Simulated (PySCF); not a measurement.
## BeAs: energy against distance

Set-up: PySCF, spin-free X2C with a Gaussian nucleus, basis sets Be jorge-DZP-DKH, As jorge-DZP-DKH. Energies in eV from Be + As in their ground configurations at the same level. State: ⁴Σ⁻ (quartet), unpaired electrons σ ↑, π ↑↑.

All columns are PBE0. A positive dipole means Be(−)As(+).

```csv
R (Å),E (eV),μ (D),Mulliken charge on Be (basis-dependent),HOMO (eV),LUMO (eV),Mayer bond order,⟨S²⟩
1.870,-0.867,0.55,-0.43,-5.25,-3.83,1.68,3.75
1.957,-1.186,0.40,-0.35,-5.32,-3.67,1.60,3.75
2.044,-1.360,0.23,-0.27,-5.38,-3.53,1.53,3.75
2.109,-1.421,0.11,-0.22,-5.43,-3.43,1.47,3.75
2.174,-1.437,-0.01,-0.18,-5.47,-3.33,1.41,3.75
2.239,-1.418,-0.12,-0.14,-5.52,-3.24,1.36,3.76
2.326,-1.355,-0.25,-0.09,-5.57,-3.12,1.29,3.76
2.435,-1.236,-0.39,-0.05,-5.63,-2.99,1.19,3.76
2.565,-1.062,-0.50,-0.01,-5.70,-2.85,1.08,3.77
2.739,-0.823,-0.55,0.01,-5.78,-2.71,0.91,3.79
```

A fit through these points gives, at Re = 2.169 Å, μ = 0.00 D and dμ/dR = -1.77 D/Å; the reduced mass is 8.045 u.

Problem. How strong is the fundamental in the double-harmonic approximation, I = 42.26·(dμ/dR)²/μred km/mol?

Solution. I = 42.26·(-1.77)²/8.045 = 16.5 km/mol at PBE0.

Spin–orbit coupling is left out. The state was picked by a PBE0 search and need not be the measured ground state.
